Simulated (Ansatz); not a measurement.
Input for Ansatz (an electronic-structure program): R-CCSD(T)/def2-TZVPP on AlH2I (SMILES [AlH2][I]), a point of a bond scan (R = 1.571 Å). Elements past Kr take the def2 small-core potentials; no spin–orbit coupling. The run froze 14 orbitals, filled d shells among them.

Ansatz 0.2 input:
```yaml
crystal:
  periodic: [false, false, false]
  atoms:
    - {symbol: Al, position_ang: [-1.02948799, -1.59301317, 0.26750098]}
    - {symbol: H, position_ang: [-0.51932809, -2.62382129, 1.33718988]}
    - {symbol: H, position_ang: [-2.32698290, -1.78051460, -0.59760769]}
    - {symbol: I, position_ang: [0.30621990, 0.47383976, -0.07956783]}
basis:
  gaussian:
    orbitals: def2-TZVPP
    pivot_positions_ang: [[-1.02948799, -1.59301317, 0.26750098], [-0.51932809, -2.62382129, 1.33718988], [-2.32698290, -1.78051460, -0.59760769], [0.30621990, 0.47383976, -0.07956783]]
magnetization: {spin_polarized: false}
correlation: {method: ccsd_t, electrons: outside_noble_gas}
scf: {lower_state_search: off}
output: {orbitals: {seedname: ./end}}
```

Output:

```
WARN ansatz: RAYON_NUM_THREADS=1 ignored (pool sized by the plan → 1); use --threads N
Functional definition: HF
these checks for a lower state are left out or cut short: stability, starts, cluster_reference, orbital_swaps, neighbouring_geometries, increment
integrals: 0.18 GiB planned
944 factors; integrals over basis functions are off by at most 4.3e-4 eV
mean field: 0.32 GiB planned
mean field evaluation 1: about -14688.0573 eV, gradient 1.1e1 eV
mean field evaluation 2: about -14688.0993 eV, gradient 1.1e1 eV
mean field evaluation 4: about -14688.7330 eV, gradient 2.1e0 eV
mean field evaluation 8: about -14688.7468 eV, gradient 1.0e-1 eV
mean field -14688.74681818 eV, -539.8014891781 hartree, gradient 9.2e-7 eV, S^2 0.000000; 0 other end points of the search recorded, 0 dependent functions left out
14 core orbitals not correlated
reference -14688.74681818 eV, -539.8014891781 hartree; 6, 6 occupied and 100, 100 virtual orbitals, 944 factors
second order -5.92255093 eV of doubles, -0.00000000 eV of singles
coupled cluster: 0.46 GiB planned
cycle   1  -6.50686578 eV  change   -5.8e-1 eV  update   6.3e-2
cycle   2  -6.72467079 eV  change   -2.2e-1 eV  update   2.0e-2
cycle   3  -6.75004846 eV  change   -2.5e-2 eV  update   7.9e-3
cycle   4  -6.74713944 eV  change    2.9e-3 eV  update   2.6e-3
cycle   5  -6.74666250 eV  change    4.8e-4 eV  update   9.4e-4
cycle   6  -6.74661910 eV  change    4.3e-5 eV  update   3.2e-4
cycle   7  -6.74662532 eV  change   -6.2e-6 eV  update   1.1e-4
cycle   8  -6.74665807 eV  change   -3.3e-5 eV  update   3.5e-5
cycle   9  -6.74665316 eV  change    4.9e-6 eV  update   9.6e-6
perturbative correction -0.23545503 eV, -0.0086528126 hartree
Total energy: -14695.72892637 eV, -540.0580769213 hartree
Checks for a lower state left out: stability, starts, cluster_reference, orbital_swaps, neighbouring_geometries, increment
```

The calculation finished and met its thresholds.

Cost: very roughly 4 core-seconds.
